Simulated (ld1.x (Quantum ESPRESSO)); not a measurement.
**Cutoff test, nitrogen, ultrasoft**

* Element: nitrogen
* Generator: ld1.x (Quantum ESPRESSO) 7.5
* Type: ultrasoft
* Functional: PW91
* Relativity: scalar-relativistic
* Frozen core: [He]
* Valence charge: 5
* Reference configuration: 2s1 2p4
* Partial waves: 2s (bound): rcut 1.00, rcutus 1.25 bohr; 2s channel at 0.1 Ry: rcut 1.00, rcutus 1.25 bohr; 2p (bound): rcut 2.10, rcutus 2.55 bohr; 2p channel at 6.2 Ry: rcut 2.10, rcutus 2.55 bohr
* Local potential: all-electron potential smoothed inside 1.00 bohr (lloc = -1)
* Core correction: a·sin(br)/r model core inside 0.60 bohr
* Augmentation charge: PSQ, radius 0.90 bohr

The pseudo-atom Hamiltonian at the reference potential is diagonalised in spherical Bessel functions j_l(qr) that vanish at 20 bohr, with q² up to the cutoff. All-electron valence levels (Ry): 2s -1.4016, 2p -0.5566.

Question: How do the lowest levels (Ry) of each channel move with the cutoff, and are there ghosts?

Answer:

| cutoff (Ry) | s #1 | s #2 | p #1 | p #2 | d #1 | f #1 | Σ f·Δε (mRy) |
| --- | --- | --- | --- | --- | --- | --- | --- |
| 8 | -1.3620 | -0.0179 | -0.5341 | 0.0406 | 0.0801 | 0.1215 | 129.8 |
| 12 | -1.3917 | -0.0192 | -0.5563 | 0.0403 | 0.0801 | 0.1215 | 11.1 |
| 15 | -1.3966 | -0.0194 | -0.5565 | 0.0400 | 0.0801 | 0.1215 | 5.7 |
| 21 | -1.4006 | -0.0195 | -0.5566 | 0.0398 | 0.0801 | 0.1215 | 1.2 |
| 25 | -1.4010 | -0.0195 | -0.5566 | 0.0398 | 0.0801 | 0.1215 | 0.6 |
| 35 | -1.4015 | -0.0195 | -0.5566 | 0.0397 | 0.0801 | 0.1215 | 0.1 |
| 400 | -1.4016 | -0.0195 | -0.5566 | 0.0397 | 0.0801 | 0.1215 | 0.0 |

Result: no extra level below or beside the all-electron valence levels (s, p, d, f tested); 10 mRy is reached at 15 Ry and 1 mRy at 25 Ry.

Test run stopped at test 2 of 7 (negative rho).
